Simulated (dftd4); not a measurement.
C6H13O (SMILES [CH2]C(O)CC(C)C), doublet, at a GFN2-xTB geometry; D4 for b3lyp in dftd4.

Here is a job for dftd4.
```
$ dftd4 mol.xyz --func b3lyp --charge 0 --json dftd4.json --noedisp --grad

# file mol.xyz
20

C      2.42153229     0.58520516     0.90331844
C      1.35621671     0.25861668    -0.05719083
O      1.65208341    -0.86162293    -0.85809325
C      0.00490161     0.05831834     0.69572722
C     -1.16656747    -0.22395836    -0.24976009
C     -1.59369006     1.03202798    -1.00392533
C     -2.34650290    -0.78327113     0.54377934
H      2.41467377     1.52736659     1.41262613
H      3.15866869    -0.14588816     1.17298581
H      1.21791147     1.08512715    -0.76763728
H      1.89125123    -1.59510480    -0.28018170
H      0.12964310    -0.78509558     1.38018083
H     -0.19805106     0.94957602     1.29046826
H     -0.84133533    -0.97514384    -0.97724434
H     -2.43709412     0.81086293    -1.65405908
H     -0.78426921     1.41119769    -1.62203606
H     -1.89327366     1.81207754    -0.30633334
H     -3.18178327    -0.99659192    -0.11915558
H     -2.67631218    -0.06276928     1.28982237
H     -2.07203760    -1.70426269     1.05361728
```

Q: Write the output that dftd4 gives for this input, abridged.

A: 
```
                    ____  _____ _____     ____  _  _
      -------------|  _ \|  ___|_   _|---|  _ \| || |------------
     |             | | | | |_    | | ___ | | | | || |_           |
     |             | |_| |  _|   | ||___|| |_| |__   _|          |
     |             |____/|_|     |_|     |____/   |_|            |
     |             ===================================           |
     |            E. Caldeweyher, S. Ehlert & S. Grimme          |
     |          Mulliken Center for Theoretical Chemistry        |
     |                    University of Bonn                     |
      -----------------------------------------------------------

Rational (Becke-Johnson) damping: b3lyp-D4-ATM
---------------------
  s6         1.0000
  s8         2.0293
  s9         1.0000
  a1         0.4087
  a2         4.5381
 alp        16.0000
--------------------

Dispersion energy:      -2.4428006615194E-02 Eh

Gradient norm:           1.7403046625830E-03 Eh/a0
--------------------------------------------------
     #    Z           dE/dx      dE/dy      dE/dz
--------------------------------------------------
     1    6 C     5.891E-04  1.840E-04  2.591E-04
     2    6 C     5.085E-04  5.696E-05  4.490E-05
     3    8 O     5.214E-04 -3.739E-04 -3.553E-04
     4    6 C     7.063E-05  2.342E-06  2.904E-04
     5    6 C    -4.332E-04 -7.971E-05 -7.476E-05
     6    6 C    -4.740E-04  4.470E-04 -4.170E-04
     7    6 C    -5.669E-04 -3.107E-04  2.261E-04
     8    1 H     1.460E-04  9.482E-05  8.444E-05
     9    1 H     1.431E-04  1.593E-05  5.399E-05
    10    1 H     1.854E-04 -6.659E-06 -4.517E-05
    11    1 H     1.148E-04 -7.431E-05 -5.179E-05
    12    1 H     1.902E-05 -7.772E-05  1.159E-04
    13    1 H     6.280E-06  8.092E-05  1.359E-04
    14    1 H    -7.342E-05 -5.776E-05 -5.974E-05
    15    1 H    -9.152E-05  8.426E-05 -1.312E-04
    16    1 H    -1.191E-04  1.457E-04 -1.746E-04
    17    1 H    -1.196E-04  1.544E-04 -8.312E-05
    18    1 H    -1.346E-04 -9.308E-05  2.733E-05
    19    1 H    -1.514E-04 -6.422E-05  8.371E-05
    20    1 H    -1.405E-04 -1.283E-04  7.087E-05
--------------------------------------------------

Virial:
--------------------------------------------------
      component           x          y          z
--------------------------------------------------
          x       1.615E-02  5.476E-04  1.399E-03
          y       5.476E-04  4.695E-03 -9.638E-04
          z       1.399E-03 -9.638E-04  4.968E-03
--------------------------------------------------

[Info] Dispersion results written to 'dftd4.txt'
[Info] JSON dump of results written to 'dftd4.json'
```
